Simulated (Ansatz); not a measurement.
GeH10Si3: where a starting geometry ends

The starting geometry of this gas-phase singlet was optimised with GFN2-xTB; its bonds are those of `[SiH3][SiH]([SiH3])[GeH3]`.

```xyz
14

Ge   -1.0195   -0.4015   -1.0932
Si   -2.0396    2.8544    0.6430
Si   -0.5858    1.0375    0.7245
Si    1.6899    1.5242    0.8082
H    -1.8561    3.7331    1.8003
H    -3.4551    2.4773    0.6162
H    -1.7969    3.6653   -0.5537
H    -0.9298    0.2200    1.9077
H     2.5435    0.3373    0.9034
H     2.1119    2.2532   -0.3911
H     2.0070    2.3713    1.9599
H    -0.7333    0.1916   -2.4457
H    -0.2375   -1.6857   -1.1419
H    -2.4366   -0.8805   -1.2561
```

Q: Predict what it relaxes into with B3LYP-D3(BJ)/def2-SVP.

A: It keeps its bonds, and is `[SiH3][SiH]([SiH3])[GeH3]`.

The energy falls by 0.24 eV over 7 steps:

```json
{"step": "1", "E − E(last) (eV)": "0.237"}
{"step": "2", "E − E(last) (eV)": "0.043"}
{"step": "3", "E − E(last) (eV)": "0.005"}
{"step": "4", "E − E(last) (eV)": "0.002"}
{"step": "5", "E − E(last) (eV)": "0.000"}
{"step": "6", "E − E(last) (eV)": "0.000"}
{"step": "7", "E − E(last) (eV)": "0.000"}
```

Final geometry (Å):

```yaml
atoms:
  - { symbol: Ge, position_ang: [-1.0341, -0.4518, -1.1550] }
  - { symbol: Si, position_ang: [-1.9778, 2.8495, 0.6402] }
  - { symbol: Si, position_ang: [-0.6273, 0.9296, 0.7620] }
  - { symbol: Si, position_ang: [1.6374, 1.5577, 0.8034] }
  - { symbol: H, position_ang: [-1.7427, 3.7383, 1.8166] }
  - { symbol: H, position_ang: [-3.4231, 2.4784, 0.5952] }
  - { symbol: H, position_ang: [-1.6375, 3.6021, -0.6038] }
  - { symbol: H, position_ang: [-0.9589, 0.1603, 2.0015] }
  - { symbol: H, position_ang: [2.5194, 0.3551, 0.8709] }
  - { symbol: H, position_ang: [1.9526, 2.3135, -0.4451] }
  - { symbol: H, position_ang: [1.9230, 2.4338, 1.9782] }
  - { symbol: H, position_ang: [-0.6884, 0.3305, -2.4403] }
  - { symbol: H, position_ang: [-0.1631, -1.7258, -1.1140] }
  - { symbol: H, position_ang: [-2.5174, -0.8735, -1.2284] }
```

The end wasn't checked by frequencies. Run with Ansatz 0.2.0, 20 s on 2 threads of Intel(R) Xeon(R) 6975P-C (Granite Rapids) (shared host).
